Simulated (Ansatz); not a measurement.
Cartesian coordinates in Å:
```
C 0.000 -1.068 0.383
Ta -0.035 0.968 -0.265
O -1.659 1.191 -0.741
F 0.334 2.042 1.221
Cl 1.365 1.170 -2.078
H 1.001 -1.353 0.725
H -0.713 -1.223 1.198
H -0.294 -1.725 -0.442
```

Charge 0, multiplicity 1. Ta: def2 effective core potential.

Q: List the PBE/def2-TZVPP orbital energies in eV (Ansatz). (An estimate is asked.)

A: Computed: Occupied: -2739.41, -660.42, -510.41, -269.05, -249.99, -190.62, -190.56, -190.53, -72.10, -39.60, -39.38, -39.01, -29.08, -22.29, -20.50, -17.36, -11.65, -11.00, -10.96, -10.57, -10.30, -9.92, -9.20, -8.75, -8.65, -8.42, -8.03, -7.75. Lowest empty: -2.97, -2.44, -1.07, -0.92, -0.73, -0.46, 1.06, 1.92.
